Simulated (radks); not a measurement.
Results of a calculation; reference values are marked as such.
Problem. These are the eigenvalues of the occupied orbitals of an atom or ion with whole-number occupations (eV). Code: a radial shooting solver on a logarithmic mesh with Libxc functionals. Model: non-relativistic Kohn-Sham, LDA (Slater exchange, Perdew-Wang correlation), spin-unpolarised, spherical densities, point nucleus.

orbital  eigenvalue
1s        -65834.92
2s        -13945.06
2p        -13560.52
3s        -5552.709
3p        -5402.633

Which element is it, and in what charge state? The configuration may be excited.

Solution. Z = 73, tantalum, charge +55: Ta55+ in [Ar]. The list shows which subshells hold electrons but not how many an open one holds; the 1s level, -2419.4 hartree, gives Z - s = 69.6 by -(Z - s)^2/2, which with screening narrows Z to a few neighbours, and the depths of the outer levels then fix element, charge and occupations together.
